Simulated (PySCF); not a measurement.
Isomers of C4H8GeO, mass 145.979 u with the commonest isotopes. The calculation used PBE0-D3(BJ)/def2-SVP geometry optimisation, gas phase (PySCF 2.14.0). One conformer each, none proved a minimum here; rigid rotors.

Question: Order these by rotational constant C, smallest first.
A. `[GeH3:1][O:2][C@H:3]1[C@@H:4]2[CH2:5][C@H:6]12` with Ge1–O2–C3–C4 -39°
B. `[GeH3:1][O:2][C@H:3]1[CH:4]=[CH:5][CH2:6]1` with Ge1–O2–C3–C4 180°
C. `[CH3:1][C:2]#[C:3][GeH2:4][O:5][CH3:6]` with C3–Ge4–O5–C6 -54°

Answer: C (954.5 MHz), B (987.0 MHz), A (1130 MHz).

Question: Order these by rotational constant A, largest first.
A. `[CH3:1][C:2]#[C:3][GeH2:4][O:5][CH3:6]` with C3–Ge4–O5–C6 -54°
B. `[GeH3:1][O:2][C@H:3]1[C@@H:4]2[CH2:5][C@H:6]12` with Ge1–O2–C3–C4 -39°
C. `[GeH3:1][O:2][C@H:3]1[CH:4]=[CH:5][CH2:6]1` with Ge1–O2–C3–C4 180°

Answer: C (8759 MHz), B (7804 MHz), A (4033 MHz).

Question: Order these by dipole moment, smallest first.
A. `[GeH3:1][O:2][C@H:3]1[CH:4]=[CH:5][CH2:6]1` with Ge1–O2–C3–C4 180°
B. `[GeH3:1][O:2][C@H:3]1[C@@H:4]2[CH2:5][C@H:6]12` with Ge1–O2–C3–C4 -39°
C. `[CH3:1][C:2]#[C:3][GeH2:4][O:5][CH3:6]` with C3–Ge4–O5–C6 -54°

Answer: A (1.19 D), B (1.76 D), C (2.42 D).

```json
{"SMILES": "[GeH3][O][C@H]1C=CC1", "point group": "C1", "Ia (u·Å²)": "57.70", "Ib (u·Å²)": "477.16", "Ic (u·Å²)": "512.02", "κ": "-0.98", "μa (D)": "0.34", "μb (D)": "0.88", "μc (D)": "0.73"}
{"SMILES": "[GeH3][O][C@H]1[C@@H]2C[C@@H]21", "point group": "near Cs", "Ia (u·Å²)": "64.76", "Ib (u·Å²)": "424.54", "Ic (u·Å²)": "447.29", "κ": "-0.98", "μa (D)": "0.36", "μb (D)": "1.72", "μc (D)": "0.04"}
{"SMILES": "CC#[C][GeH2][O]C", "point group": "C1", "Ia (u·Å²)": "125.31", "Ib (u·Å²)": "425.04", "Ic (u·Å²)": "529.45", "κ": "-0.85", "μa (D)": "2.23", "μb (D)": "0.37", "μc (D)": "0.85"}
```
